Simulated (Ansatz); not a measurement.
Cost and result for the atomization energy of C₃H₆GeO, SMILES `C=[C]([GeH3])C=O` (11 atoms, 10 bonds).

Z-matrix (Å, degrees):
```
Ge
C 1 1.954
H 1 1.533 2 110.1
H 1 1.533 2 110.1 3 -121.6
H 1 1.539 2 106.7 3 119.2
C 2 1.471 1 117.2 3 60.9
C 2 1.333 1 124.6 3 -119.1
O 6 1.205 2 123.8 1 -0.0
H 6 1.112 2 115.2 1 180.0
H 7 1.089 2 120.8 1 -180.0
H 7 1.085 2 122.7 1 0.0
```

Total charge 0; spin multiplicity 1. Correlated methods include outer-core shells of Ge, which these sets cover unevenly. Scalar relativity is left out up to krypton. All single points use the PBE0-D4/def2-TZVP geometry. It is one conformer, not always the lowest. Program: Ansatz. All runs use 4 threads of an Intel Xeon Platinum 8488C on a shared host. Times are those of one run each, without the atoms' runs, and a repeat can differ threefold. Electronic energies, without spin–orbit coupling; frozen cores. CCSD(T)/CBS adds CCSD(T) − MP2 in def2-TZVPP to the MP2 limit, and its time is that of the two runs behind it. T1 = 0.014; the RHF reference is unstable towards UHF. With those shells the extrapolation isn't a true limit. B3LYP takes the VWN-RPA correlation (the form of Gaussian; ORCA's B3LYP/G).

CCSD(T)/CBS is a level of theory with its own doubt, some kJ/mol a heavy atom from the limit and from the frozen cores, so smaller differences don't rank the functionals.

```
                             level  functions  wall time
   PBE-D4/def2-TZVPP (with forces)        256      1.9 s
                PBE0-D4/def2-TZVPP        256      2.4 s
r2SCAN-D4/def2-TZVPP (with forces)        256        3 s
 B3LYP-D4/def2-TZVPP (with forces)        256      3.7 s
                 B2PLYP/def2-TZVPP        256      4.8 s
                ωB97X-V/def2-TZVPP        256        6 s
  ωB97M-V/def2-TZVPP (with forces)        256      8.5 s
                    MP2/def2-QZVPP        497       26 s
                CCSD(T)/def2-TZVPP        256    2.4 min
                 CCSD(T)/CBS(def2)          –    2.8 min
```

Question: What atomization energy does each give, and how far from CCSD(T)/CBS? (Estimate.)

Answer: The calculation gave: 
```
                             level  atomization (kcal/mol)  difference from CCSD(T)/CBS  per bond
   PBE-D4/def2-TZVPP (with forces)                  1033.0                         24.8       2.5
                PBE0-D4/def2-TZVPP                  1010.5                          2.3       0.2
r2SCAN-D4/def2-TZVPP (with forces)                  1011.8                          3.6       0.4
 B3LYP-D4/def2-TZVPP (with forces)                  1006.7                         -1.5      -0.2
                 B2PLYP/def2-TZVPP                   998.0                        -10.2      -1.0
                ωB97X-V/def2-TZVPP                  1009.5                          1.3       0.1
  ωB97M-V/def2-TZVPP (with forces)                  1006.8                         -1.4      -0.1
                    MP2/def2-QZVPP                  1015.4                          7.2       0.7
                CCSD(T)/def2-TZVPP                   986.1                        -22.1      -2.2
                 CCSD(T)/CBS(def2)                  1008.2                          0.0       0.0
```

From PBE to PBE0 (25 % exact exchange), in def2-TZVPP and without D4, the atomization energy moves by −21.6 kcal/mol: exact exchange takes away binding that semilocal exchange gives to molecules. The D4 term adds +8.9 kcal/mol with B3LYP and +4.7 kcal/mol with PBE0; it sums over pairs of atoms, weighted by their polarisabilities, and B3LYP, whose exchange is more repulsive, gets the larger term. In def2-TZVPP, CCSD(T) changes the Hartree–Fock value by +262.3 kcal/mol (the triples alone add +18.0 kcal/mol) and MP2 by +278.7 kcal/mol; breaking electron pairs costs correlation energy, which Hartree–Fock lacks.
